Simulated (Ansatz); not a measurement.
Geometry optimisation, RKS PBE/def2-SVP (Ansatz 0.2.0).

input.yaml

```yaml
crystal:
  periodic: [false, false, false]
  atoms:
    - { symbol: W, position_ang: [-0.481929, -0.257891, -0.461359] }
    - { symbol: Cl, position_ang: [1.10194, -0.606774, 2.748198] }
    - { symbol: H, position_ang: [1.0439, 0.451918, 1.913225] }
    - { symbol: H, position_ang: [0.545504, 0.928313, -1.069781] }
    - { symbol: Cl, position_ang: [-2.239273, 0.756595, 0.52676] }
    - { symbol: O, position_ang: [0.67241, -1.650514, -0.162241] }
    - { symbol: H, position_ang: [1.044695, -1.901184, 0.720028] }
    - { symbol: H, position_ang: [-0.754346, -0.217564, -2.12123] }
basis:
  gaussian: { orbitals: def2-SVP }
hamiltonian:
  xc: pbe
relax:
  f_tol: 0.03
  max_steps: 50
```

Run as:

```bash
$ ansatz run input.yaml --threads 2 --pin off --max-ram 3072MiB --backend cpu --events-out ev --progress --plain --runs-dir out
```

Task: Where does it end, and by what steps?

Result: The forces met the threshold. After 32 steps the energy has fallen by 1.924 eV; H3 moved furthest, 1.46 Å. Parted: Cl2–H3 (1.35 → 3.09 Å). Joined: W1–Cl2 (3.60 → 2.37 Å), W1–H3 (2.91 → 1.68 Å).

```tsv
step	energy less start (eV)	largest force component (eV/Å)	accepted
0	0.0000	0.510	yes
2	-0.1050	0.181	yes
4	-0.2819	0.352	yes
6	-0.3829	0.506	yes
8	-0.7788	0.936	yes
10	-1.5304	0.689	yes
12	-1.6827	0.995	yes
14	-1.7411	0.157	yes
16	-1.7433	0.174	yes
18	-1.7541	0.456	yes
20	-1.7669	1.423	yes
22	-1.7446	1.052	no
24	-1.8717	0.401	yes
26	-1.8830	0.437	no
28	-1.9110	0.296	yes
30	-1.9235	0.139	yes
32	-1.9243	0.025	yes
```

```xyz
8
Properties=species:S:1:pos:R:3
W -0.069 -0.203 0.534
Cl -0.258 -0.553 2.868
H 1.076 1.027 0.566
H 0.330 0.542 -0.962
Cl -1.936 1.110 0.441
O 1.105 -1.584 0.173
H 1.348 -2.227 -0.519
H -0.664 -0.610 -1.009
```

Whether the end is a true minimum wasn't checked by a vibrational analysis.

The run took 77 s on 2 threads of Intel(R) Xeon(R) Platinum 8259CL CPU @ 2.50GHz (Skylake/Cascade Lake), on a shared host, peak memory 0.17 GiB.
